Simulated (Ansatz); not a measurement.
Consider the formal exchange of groups at the As–S bond: `N[AsH]S` + SiH₄ → `N[AsH][SiH3]` + H₂S.

Gas-phase electronic energies from Ansatz, PBE0-D4/def2-TZVP geometries. CBS: MP2 limit from def2 TZ/QZ plus the TZ coupled-cluster correction, frozen cores. This one scheme is used for every species. DFT in def2-TZVPP. B3LYP here is the variant with VWN-RPA as its local correlation; programs differ in this. For As outer-core shells are correlated without core-valence functions, which leaves a few kJ/mol of doubt a bond. Scalar relativity is left out up to krypton. Each species was taken in one conformer, which may not be the lowest.

| level | ΔE (kcal/mol) | difference from CCSD(T)/CBS |
| --- | --- | --- |
| PBE-D4 | 2.3 | 0.6 |
| B97M-V | 2.7 | 1.0 |
| BHLYP-D4 | 2.8 | 1.1 |
| CAM-B3LYP-D4 | 2.7 | 1.0 |
| ωB97X-V | 2.2 | 0.5 |
| BLYP | 4.1 | 2.4 |
| B3LYP | 3.5 | 1.8 |
| LC-ωPBE | 1.4 | -0.3 |
| SCS-MP2/def2-QZVPP | 3.0 | 1.3 |
| MP2/CBS(def2) | 2.6 | 0.9 |
| CCSD(T)/CBS | 1.7 | 0 |

**Question.** What do rigid-rotor, harmonic-oscillator terms from PBE0-D4/def2-TZVP frequencies (298.15 K, 1 bar) make of the CCSD(T)/CBS value? (Estimate.)

**Answer.** Computed: ΔZPE = -0.2 kcal/mol, ΔH = +1.8 kcal/mol, ΔS = 12 J/(mol·K), ΔG = +0.9 kcal/mol.

Largest T1 diagnostic among the species: 0.011.

At CCSD(T), def2-SVP lies −1.2 kcal/mol from the extrapolated value and def2-TZVPP −0.1 kcal/mol. From BLYP to BHLYP (50 % exact exchange), in def2-TZVPP and without D4, ΔE moves by −0.9 kcal/mol. In def2-TZVPP, CCSD(T) changes the Hartree–Fock value by −1.9 kcal/mol (the triples alone add +0.2 kcal/mol) and MP2 by −1.1 kcal/mol.
